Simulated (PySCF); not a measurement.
**Electron correlation in Sb(2+) (antimony, charge +2)**

[Kr] 4d10 5s1 5p2, 5s spin antiparallel (an excited configuration). Computed with PySCF 2.14 in aug-cc-pwCVTZ-DK3 (10s9p7d4f1g, 109 functions), with scalar relativity by spin-free X2C-1e. Frozen: [Ar] 3d10; 21 electrons correlated.

MP2 pair energies summed by pair of shells (mhartree):

| pair | energy | share (%) |
| --- | --- | --- |
| 4d-4d | -330.00 | 44.8 |
| 4p-4d | -126.86 | 17.2 |
| 4d-5p | -68.29 | 9.3 |
| 5s-5p | -53.59 | 7.3 |
| 4d-5s | -50.34 | 6.8 |
| 4p-4p | -40.87 | 5.5 |
| 4s-4d | -29.28 | 4.0 |
| 4s-4p | -15.95 | 2.2 |
| 4p-5p | -6.10 | 0.8 |
| 4p-5s | -5.71 | 0.8 |
| 5p-5p | -4.80 | 0.7 |
| 4s-4s | -3.39 | 0.5 |
| 4s-5p | -0.83 | 0.1 |
| 4s-5s | -0.72 | 0.1 |

Total MP2 correlation energy: -736.73 mhartree.

Same-spin part -245.08 and opposite-spin part -491.66 mhartree; SCS-MP2 scales them by 1/3 and 6/5 to -671.68 mhartree.
